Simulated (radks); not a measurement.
Charge is removed step by step from the 4p (averaged over the sub-levels emptied) level of Nb, starting from [Kr] 4d4 5s1. Method: Dirac Kohn-Sham, PBE, spin-unpolarised, spherical densities, point nucleus; open shells are shared between the two j in proportion to 2j + 1; computed with a radial shooting solver on a logarithmic mesh with Libxc functionals.

| removed (e) | E - E(0) (eV) | eigenvalue (eV) | E minus straight line (eV) |
|---|---|---|---|
| 0 | 0.000 | -34.541 | 0.000 |
| 0.25 | 8.936 | -36.990 | -1.010 |
| 0.5 | 18.514 | -39.663 | -1.379 |
| 0.75 | 28.783 | -42.519 | -1.057 |
| 1 | 39.786 | -45.530 | 0.000 |

Removing the whole electron costs 39.786 eV by Delta-SCF, against 34.541 eV from minus the eigenvalue at the starting occupation. Slater's transition state (half an electron removed) gives 39.663 eV. Integrating minus the eigenvalue over the occupation (Janak's theorem) gives 39.786 eV. The mean slope of the eigenvalue, de/dn, is 11.0 eV per electron.
